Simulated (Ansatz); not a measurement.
Gas-phase electronic energies from Ansatz, PBE0-D4/def2-TZVP geometries. CCSD(T)/CBS is the MP2 limit (def2-TZVPP, def2-QZVPP) plus CCSD(T) − MP2 in def2-TZVPP, frozen cores. This one scheme is used for every species. DFT in def2-TZVPP. HSE06 is defined as in plane-wave codes. For Ga outer-core shells are correlated without core-valence functions, which leaves a few kJ/mol of doubt a bond. Scalar relativity is left out up to krypton. One conformer a species, not always the lowest.

`C=C[SiH](C)O` + `[NH2][GaH2]` → `C=C[NH][GaH2]` + `C[SiH2]O`  (substitution at a C–Si bond)

(1) Is it downhill or uphill in electronic energy at CCSD(T)/CBS, and by how much? (An estimate is asked.)

(2) What do these levels give: LDA (SPW92), revPBE-D4, B97M-V, HSE06-D4, ωB97X-V, PBE-QIDH, r2SCAN0, HF/def2-SVP, MP2/def2-SVP, MP2/def2-TZVPP, CCSD/def2-TZVPP, MP2/CBS(def2)? (Estimate.)

(3) What do rigid-rotor, harmonic-oscillator terms from PBE0-D4/def2-TZVP frequencies (298.15 K, 1 bar) make of the CCSD(T)/CBS value? (An estimate is asked.)

Largest T1 diagnostic among the species: 0.014.

Results:

(1) Computed: Uphill: ΔE = +10.0 kcal/mol.

(2) Ansatz gave: LDA (SPW92) 4.8, revPBE-D4 6.5, B97M-V 7.7, HSE06-D4 7.3, ωB97X-V 8.5, PBE-QIDH 8.2, r2SCAN0 7.9, HF/def2-SVP 5.4, MP2/def2-SVP 5.7, MP2/def2-TZVPP 9.1, CCSD/def2-TZVPP 9.3, MP2/CBS(def2) 9.9 kcal/mol.

(3) Ansatz gave: ΔZPE = -0.4 kcal/mol, ΔH = +9.1 kcal/mol, ΔS = -1 J/(mol·K), ΔG = +9.2 kcal/mol.

From PBE to PBE0 (25 % exact exchange), in def2-TZVPP and without D4, ΔE moves by +0.9 kcal/mol. At CCSD(T), def2-SVP lies −4.4 kcal/mol from the extrapolated value and def2-TZVPP −0.7 kcal/mol. Leaving LDA and LC-ωPBE aside and taking each functional with its dispersion term where it has one, the values, not all of them listed here, spread over 2.9 kcal/mol, from PBE-D4 to ωB97M-V. LDA lies −1.3 kcal/mol from PBE without D4.
